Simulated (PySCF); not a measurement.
## Bond curve of OsH

Set-up: PySCF, scalar-relativistic core potentials, basis sets H def2-TZVPP, Os def2-TZVPP with ECP60. Energies in eV from H + Os (5d6 6s2) in their ground configurations at the same level. State: quartet, unpaired electrons π ↑, δ ↑↑.

Curves on a restricted Hartree–Fock reference rise too fast on stretching and do not dissociate correctly.

| R (Å) | ROHF-CCSD |
| --- | --- |
| 1.427 | -2.331 |
| 1.491 | -2.514 |
| 1.538 | -2.578 |
| 1.586 | -2.591 |
| 1.634 | -2.563 |
| 1.697 | -2.477 |
| 1.776 | -2.312 |
| 1.871 | -2.057 |

Q: Put a parabola through the three lowest points of the ROHF-CCSD curve and estimate Re, k and ωe (reduced mass 1.003 u; 1 eV/Å² = 0.16022 mdyn/Å; ωe = 1302.8·√(k/μ) cm⁻¹).

A: Through R = 1.538, 1.586, 1.634 Å the second-order coefficient is 8.90 eV/Å², so Re ≈ 1.577 Å, k ≈ 2.85 mdyn/Å and ωe ≈ 2196 cm⁻¹. A polynomial fit of higher order to the unrounded ROHF-CCSD energies gives Re = 1.576 Å, k = 2.99 mdyn/Å, ωe = 2251 cm⁻¹; anharmonicity and rounding make the difference.

The higher-order fit for each curve: ROHF-CCSD: Re = 1.576 Å, ωe = 2251 cm⁻¹, De = 2.59 eV.

Correlated steps freeze no core orbitals. These are scalar-relativistic numbers at best; spin–orbit coupling would shift them, the dissociation energy most. The CCSD T1 diagnostic is raised, a sign that a single reference may not be enough here. With d or f electrons several states lie close, and the lowest PBE0 determinant need not be the measured ground state.
